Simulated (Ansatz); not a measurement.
Input for Ansatz (a program for electronic structure): U-PBE/def2-TZVPP on CdH2OSe (SMILES [OH][Cd][SeH]), a point of a bond scan (R = 1.621 Å). Elements past Kr take the def2 small-core potentials; no spin–orbit coupling.

Ansatz 0.2 input:
```yaml
crystal:
  periodic: [false, false, false]
  atoms:
    - {symbol: Cd, position_ang: [0.43542349, -0.58659809, -0.10571507]}
    - {symbol: O, position_ang: [1.50138246, -2.22921268, -0.45382337]}
    - {symbol: H, position_ang: [2.37931999, -2.19685356, -0.05914469]}
    - {symbol: Se, position_ang: [-0.99187593, 1.39292813, 0.21517457]}
    - {symbol: H, position_ang: [-1.62443007, 0.77118469, 1.57141442]}
basis:
  gaussian:
    orbitals: def2-TZVPP
hamiltonian:
  xc: {name: PBE}
magnetization: {spin_polarized: true, initial_magnetization: 0}
```

Program output:

```
WARN ansatz: RAYON_NUM_THREADS=1 ignored (pool sized by the plan → 1); use --threads N
Functional definition: PBE
integrals: 0.07 GiB planned
1038 factors; their error is unknown
mean field: 0.66 GiB planned
mean field evaluation 1: about -71974.4924 eV, gradient 5.3e1 eV
mean field evaluation 2: about -71824.9018 eV, gradient 1.5e2 eV
mean field evaluation 4: about -71981.8734 eV, gradient 2.4e1 eV
mean field evaluation 8: about -71984.5367 eV, gradient 2.2e-1 eV
mean field evaluation 16: about -71984.5089 eV, gradient 3.5e-3 eV
mean field -71984.50885102 eV, -2645.3819074224 hartree, gradient 1.5e-5 eV, S^2 0.000000; 0 other end points of the search recorded, 0 dependent functions left out
reference -71984.50888975 eV, -2645.3819088458 hartree; 32, 32 occupied and 131, 131 virtual orbitals, 1038 factors
Total energy: -71984.50888975 eV, -2645.3819088458 hartree
```

The run converged.

Cost: around 4 core-seconds (rough).
